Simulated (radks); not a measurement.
The numbers below are computed, except where a source is named.
Task: Species: the rubidium ion Rb+. Configuration: [Kr]. Level of theory: Dirac Kohn-Sham, PBE, spin-unpolarised, spherical densities, finite nucleus; Fermi nuclear charge, rms radius 4.2036 fm (a radial shooting solver on a logarithmic mesh with Libxc functionals). Some entries of the table are withheld. Estimate them.

| orbital | occ. | eigenvalue (Ry) | r(max) (bohr) |
|---|---|---|---|
| 1s1/2 | 2 | -1104.942 | (1) |
| 2s1/2 | 2 | (2) | 0.1497 |
| 2p1/2 | 2 | -134.2233 | 0.1173 |
| 2p3/2 | 4 | -129.7558 | 0.1207 |
| 3s1/2 | 2 | -22.31668 | (3) |
| 3p1/2 | 2 | -17.40050 | (4) |
| 3p3/2 | 4 | -16.72942 | (5) |
| 3d3/2 | 4 | -8.12993 | 0.3917 |
| 3d5/2 | 6 | -8.01601 | 0.3944 |
| 4s1/2 | 2 | (6) | 1.261 |
| 4p1/2 | 2 | -1.63516 | 1.408 |
| 4p3/2 | 4 | -1.56997 | 1.437 |

Result: 
(1) 1s1/2 r(max) (bohr): 0.02628
(2) 2s1/2 eigenvalue (Ry): -147.9458
(3) 3s1/2 r(max) (bohr): 0.4511
(4) 3p1/2 r(max) (bohr): 0.4406
(5) 3p3/2 r(max) (bohr): 0.4495
(6) 4s1/2 eigenvalue (Ry): -2.76481
